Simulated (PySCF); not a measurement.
Species: C7H8N2S.
Bonds: C1–N2, N2–C3, C3–C4 (aromatic), C4–S5 (aromatic), S5–C6 (aromatic), C6–C7 (aromatic), C7–C8 (aromatic), C8–N9 (aromatic), N9–C10 (aromatic), C3–C10 (aromatic), C6–C10 (aromatic). Hydrogens: H11, H12, H13 on C1; H14 on N2; H15 on C4; H16 on C7; H17 on C8; H18 on N9.

Computed with PySCF 2.14.0, PBE0-D3(BJ)/def2-SVP geometry optimisation, gas phase.

Task: What internal coordinates does the optimisation give?

Result: 
```tsv
bond	length (pm)
C1–N2	143.7
N2–C3	138.9
C3–C4	137.7
C4–S5	174.6
S5–C6	172.9
C6–C7	142.1
C7–C8	138.1
C8–N9	137.4
N9–C10	136.9
C3–C10	143.1
C6–C10	139.2
C1–H11	110.9
C1–H12, C1–H13	110.0
N2–H14	101.4
C4–H15	108.8
C7–H16	108.7
C8–H17	108.8
N9–H18	100.9
```

Bonds in one row agree within 1 pm and their mean is given. A selection of angles:
```tsv
angle	degrees
N2–C1–H11	113.9
N2–C1–H12	109.7
H11–C1–H12	108.4
C1–N2–C3	118.3
C1–N2–H14	113.3
C3–N2–H14	112.7
N2–C3–C4	127.2
N2–C3–C10	123.3
C4–C3–C10	109.5
C3–C4–S5	113.9
C3–C4–H15	127.2
S5–C4–H15	118.9
C4–S5–C6	90.9
S5–C6–C7	141.1
S5–C6–C10	110.8
C7–C6–C10	108.0
C6–C7–C8	105.8
C6–C7–H16	128.3
C8–C7–H16	125.9
C7–C8–N9	109.6
C7–C8–H17	129.6
N9–C8–H17	120.8
C8–N9–C10	108.7
C8–N9–H18	125.0
C10–N9–H18	126.0
C3–C10–N9	137.3
C3–C10–C6	114.9
C6–C10–N9	107.8
```

Dihedral angles: C1–N2–C3–C4 5° (synperiplanar). The mirror-image conformer, all signs reversed, is as good.

Of the pairs four or more bonds apart, C1···H15 is among the closest relative to their van der Waals radii: 2.76 Å, 95 % of the sum of Bondi's values. The 5-membered ring C3–C4–S5–C6–C10 has internal angles of 90.9° to 114.9°; it is planar, 0.00 Å rms from its mean plane, widest ring torsion 1°. The 5-membered ring C6–C7–C8–N9–C10 has internal angles of 105.8° to 109.6° (sum 540°, against 540° for a flat polygon); it is planar, 0.00 Å rms from its mean plane, widest ring torsion 0°. The C–C distances run from 1.377 Å (C3–C4, aromatic) to 1.431 Å (C3–C10, aromatic), a spread of 0.054 Å. The C–N distances run from 1.369 Å (N9–C10, aromatic) to 1.437 Å (C1–N2, drawn single), a spread of 0.068 Å. N9 (pyrrole-type nitrogen) is planar (angles 126.0°, 125.0° and 108.7°, sum 359.7°, 0.04 Å off the plane of its three neighbours). N2 (aniline-type nitrogen) is pyramidal (angles 118.3°, 113.3° and 112.7°, sum 344.4°, 0.29 Å off the plane of its three neighbours).

Whether it is a minimum is left open (no frequencies). The numbers are those of one conformer.
